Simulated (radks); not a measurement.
All-electron atom: F1.5+ in [He] 2s2 2p(up 2, down 1.5) (fractional occupations, a model configuration). All-electron calculation, non-relativistic Kohn-Sham, TPSS, spin-polarised, spherical densities, point nucleus; meta-GGA in the generalised Kohn-Sham scheme. Program: a radial shooting solver on a logarithmic mesh with Libxc functionals. Some entries of the table are withheld. Estimate them.

orbital,occ.,eigenvalue (hartree),<r^2> (bohr^2)
1s up,1,-25.73420,(1)
1s down,1,-25.71607,(2)
2s up,1,-2.15088,(3)
2s down,1,-2.10852,(4)
2p up,2,-1.43079,(5)
2p down,1.5,-1.38700,(6)

Answer. 
(1) 1s up <r^2> (bohr^2): 0.04187
(2) 1s down <r^2> (bohr^2): 0.04180
(3) 2s up <r^2> (bohr^2): 1.047
(4) 2s down <r^2> (bohr^2): 1.059
(5) 2p up <r^2> (bohr^2): 1.102
(6) 2p down <r^2> (bohr^2): 1.128
